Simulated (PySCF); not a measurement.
Geometry:
```csv
atom,x (Å),y (Å),z (Å)
C1,4.352,-0.614,-0.061
C2,2.936,-0.341,-0.147
C3,1.755,-0.121,-0.227
C4,0.376,0.160,-0.314
C5,-0.566,-0.722,-0.713
Si6,-2.251,0.114,-0.692
C7,-3.509,-0.642,0.513
C8,-1.426,1.693,-0.062
C9,-0.111,1.496,0.049
H10,4.525,-1.688,0.001
H11,4.858,-0.227,-0.946
H12,4.775,-0.134,0.822
H13,-0.308,-1.727,-1.004
H14,-2.821,0.276,-2.037
H15,-4.391,-0.013,0.592
H16,-3.093,-0.759,1.509
H17,-3.830,-1.619,0.166
H18,-1.883,2.639,0.176
H19,0.603,2.237,0.383
```

Non-relativistic Hamiltonian, one computed conformer, averaged over atoms made equivalent by symmetry, fast rotation or ring inversion, no solvent model. Geometry from GFN2-xTB; PBE0/pcSseg-1 with gauge-including orbitals; PySCF.

Shifts are taken against calculated references (same method and geometry level): TMS for ¹³C (σ = 186.93 ppm), ¹H (σ = 31.72 ppm), ²⁹Si (σ = 349.16 ppm).

```tsv
atoms	nucleus	count	δ (ppm)
C5	¹³C	1	141.4
C2	¹³C	1	?
Si6	²⁹Si	1	-15.3
C1	¹³C	1	6.0
C8	¹³C	1	?
C9	¹³C	1	?
H10/H11/H12	¹H	3	2.25
C4	¹³C	1	?
H19	¹H	1	7.08
C3	¹³C	1	?
H14	¹H	1	4.86
H15/H16/H17	¹H	3	0.29
C7	¹³C	1	-6.3
H18	¹H	1	6.28
H13	¹H	1	6.42
```

Task: Estimate the values marked ?.

Result: 
- C9: 157.4 ppm, alkene CH; the olefinic region
- C4: 148.5 ppm, fully substituted alkene carbon; as expected for a trigonal carbon in a double bond
- C8: 138.2 ppm, alkene CH; as expected for a trigonal carbon in a double bond
- C2: 99.6 ppm, alkyne carbon; the triple bond shields along its axis, which puts it between sp3 and sp2 carbons
- C3: 86.8 ppm, alkyne carbon; the triple bond shields along its axis, which puts it between sp3 and sp2 carbons

Shifts are as computed. Against solution values, carbons near 30 ppm lie about +3 ppm off and those near 130 ppm about +5 ppm. Of 1211 compounds with measured shifts, 218 miss one by over three times the rms of a fit or turn the order of signals round; such compounds aren't used in these exercises.
